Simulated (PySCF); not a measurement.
Al(Cl)(Me)(Et) (C₃H₈AlCl), SMILES C[CH2][Al]([CH3])[Cl].

Coordinates come from a B3LYP-D3(BJ)/def2-SVP optimisation. The values are those of a single conformer.

Two levels are set side by side: TDDFT-PBE/def2-SVPD (PySCF) and TDDFT-PBE0/def2-SVPD (PySCF). Vertical, same geometry. The lowest singlet is HOMO→LUMO 100 % with PBE and HOMO→LUMO 99 % with the other functional; states are paired by order. Differences are taken from unrounded values.

```json
[
 {"quantity": "lowest singlet excitation (eV)", "TDDFT-PBE0": "5.46", "TDDFT-PBE": "4.95", "TDDFT-PBE minus TDDFT-PBE0": "-0.51"},
 {"quantity": "lowest triplet excitation (TDA) (eV)", "TDDFT-PBE0": "5.14", "TDDFT-PBE": "4.68", "TDDFT-PBE minus TDDFT-PBE0": "-0.46"},
 {"quantity": "first bright state (f over 0.05) (eV)", "TDDFT-PBE0": "6.20", "TDDFT-PBE": "5.53", "TDDFT-PBE minus TDDFT-PBE0": "-0.66"},
 {"quantity": "its oscillator strength", "TDDFT-PBE0": "0.11", "TDDFT-PBE": "0.09", "TDDFT-PBE minus TDDFT-PBE0": "-0.02"}
]
```

A lower first singlet is the usual sign of a functional without exact exchange. Differences between two approximate levels are no errors against the true value.

Rough cost on one machine, each run with all the roots and properties that it gave: TDDFT-PBE0 against TDDFT-PBE about 4 times.
